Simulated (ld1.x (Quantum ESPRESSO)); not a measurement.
## Scattering properties, TM potential for erbium (Er)

- Element: Er
- Generator: ld1.x (Quantum ESPRESSO) 7.5
- Type: norm-conserving Troullier–Martins (Kleinman–Bylander form)
- Functional: PBE
- Relativity: scalar-relativistic
- Frozen core: [Xe]
- Valence charge: 14
- Reference configuration: 4f12 5d0 6s2 6p0
- Partial waves: 6p (bound, empty): rc 4.20 bohr; 5d (bound, empty): rc 3.10 bohr; 4f (bound): rc 0.85 bohr; 6s (bound): rc 3.55 bohr
- Local potential: the s channel
- Core correction: a·sin(br)/r model core inside 0.55 bohr

The phase is arctan(r·u′/u) with u = r·R(r), unwrapped; energies in Ry, scanned from -2 to 5 Ry. A pole is an energy at which the radial function vanishes at the test radius. The pseudo phase is shifted by a multiple of π to meet the all-electron one at the reference energy, and phase errors are pseudo minus all-electron; the curves can meet again beyond the range given. Levels narrower than the energy grid can be missing from the lists of poles.

For each channel, where are the poles, and over which energies does the pseudopotential scatter like the atom?

```tsv
channel	radius (bohr)	reference energy (Ry)	poles, all-electron	poles, pseudo	unbroken range about the reference energy with phases within 0.05 rad	phase error 1 Ry above the reference energy (rad)
s	4.54	-0.28	0.12, 2.76	0.12, 2.19, 4.55	below 0.8	-0.037
p	4.54	-0.08	-1.93, 0.71, 3.57	0.66, 2.93	-1.9 to 1.1	-0.026
d	4.54	-0.07	0.10, 1.89	0.10, 2.10	below 0.6	+0.239
f	4.54	-0.23	1.51, 3.83	1.82	below 0.4	+0.345
```

Phases in the s channel:

```tsv
E (Ry)	all-electron	pseudo
-2.00	1.396	1.396
-1.76	1.381	1.380
-1.52	1.360	1.360
-1.28	1.331	1.330
-1.04	1.284	1.284
-0.80	1.195	1.194
-0.56	0.932	0.931
-0.32	-0.576	-0.577
-0.08	-1.411	-1.413
0.16	-1.590	-1.594
0.40	-1.687	-1.697
0.64	-1.783	-1.808
0.88	-1.937	-2.033
1.12	-2.377	-3.025
1.36	-3.753	-4.264
1.60	-4.350	-4.525
1.84	-4.522	-4.628
2.08	-4.603	-4.690
2.32	-4.653	-4.739
2.56	-4.688	-4.792
2.80	-4.717	-4.869
3.04	-4.744	-5.056
3.28	-4.771	-6.376
3.52	-4.802	-7.540
3.76	-4.842	-7.710
4.00	-4.904	-7.777
4.24	-5.028	-7.816
4.48	-5.425	-7.846
4.72	-6.910	-7.872
4.96	-7.501	-7.899
```
